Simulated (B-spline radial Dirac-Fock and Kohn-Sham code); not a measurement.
Relativistic shifts of the levels of Si⁷⁺

System: Si⁷⁺ in the configuration [He] 2s2 2p3.

Both columns are ΔSCF binding energies of the configuration average from a radial atomic solver: non-relativistic Hartree-Fock with a point nucleus, and Dirac-Fock with a finite nucleus and the Coulomb interaction alone, averaged over the two j levels with weights 2j+1.

```
shell  Hartree-Fock (eV)  Dirac-Fock (eV)  shift (eV)  shift (%)
   1s             2079.8           2084.9       +5.11      +0.25
   2s              333.8            334.8       +1.03      +0.31
   2p              297.9            298.1       +0.17      +0.06
```

Relativity binds 1s, 2s, 2p more strongly, among those listed most of all 2s in relative terms.

Values without a named source are computed, but for edge energies of neutral atoms, which are taken from tables.
